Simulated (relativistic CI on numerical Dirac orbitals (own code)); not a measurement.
**Ir²⁺ (5d7) in a crystal field**

Calculated by Dirac-Coulomb-Breit CI, separate exchange-only KLI orbitals for each configuration, a model potential for QED, valence Slater integrals scaled by 0.75, one configuration in a parametric crystal field (own radial code).

Field parameters in Wybourne normalisation: Oh B⁴₀ = 21Dq, B⁴₄ = √(5/14) B⁴₀. The field is a parameter set, without covalency.

S is read from ⟨S²⟩ = S(S + 1).

Levels (cm⁻¹, degeneracy): 0 (4), 17254 (2), 18961 (4), 23377 (2), 23704 (4), 28638 (4), 32083 (4), 32104 (2), 32924 (2), 35678 (4), 37535 (2), 43791 (2).

Q: Which field gives this pattern?
A. Oh, 10Dq = 32050 cm⁻¹
B. Oh, 10Dq = 9950 cm⁻¹
C. Oh, 10Dq = 40900 cm⁻¹
D. Oh, 10Dq = 18800 cm⁻¹

A: A. Oh, 10Dq = 32050 cm⁻¹, ground level with S = 0.57.
